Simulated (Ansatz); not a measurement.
Born–Oppenheimer molecular dynamics of Cl2GeH2 (5 atoms, charge 0, multiplicity 1). It starts at the highest image of a converged band. Of that band: Beside the main top the profile has a ripple of under 15 meV (maxima at images 2, 5), which may be a very shallow well or noise. Neighbouring images differ by up to 2.4 eV, so the band resolves the path poorly. A vibrational analysis at the climbing image gives one clearly imaginary mode, 1344i cm⁻¹: a first-order saddle point.

Computed with RKS BLYP/def2-SVP (Ansatz 0.2.0).

```json
{"ensemble": "NVE (velocity Verlet)", "time step": "0.5 fs", "steps asked": "200", "starting velocities drawn for": "300 K", "seed": "2729"}
```

First frame:

```xyz
5
Properties=species:S:1:pos:R:3
Ge -0.317 0.000 0.446
H 0.916 0.000 1.395
H 1.453 0.000 0.084
Cl -0.704 1.817 -0.734
Cl -0.704 -1.817 -0.734
```

(1) How far do the bonds stretch over the last three quarters of this one trajectory? (Pairs bonded in most of those frames.)

Answers

(1) 
```json
{"bond": "Ge1–Cl4", "mean (Å)": "2.260", "spread (Å)": "0.039", "shortest": "2.18", "longest": "2.31"}
{"bond": "Ge1–Cl5", "mean (Å)": "2.253", "spread (Å)": "0.036", "shortest": "2.20", "longest": "2.29"}
```

Mean temperature of the second half: 5481 K. The conserved energy stayed within 4.5 meV per atom of its start (net change 0.67 meV per atom), so there is no drift, though single steps change it by up to 29 meV in the whole system, a sign of fast motions only just resolved. The kinetic energy rose, since the run started high on the potential surface and went downhill. It ends in pieces (Cl2Ge + H2), so much of that is their flight and rotation, not heat. A run of 0.1 ps of so small a system gives no equilibrium averages. The orbitals stay closed-shell, which can raise the energy where a bond breaks towards radicals; this wasn't checked here.

Time of the run: 3.4 min on 1 thread of Intel(R) Xeon(R) Platinum 8488C (Sapphire Rapids), with other jobs on the host, peak memory 0.17 GiB.
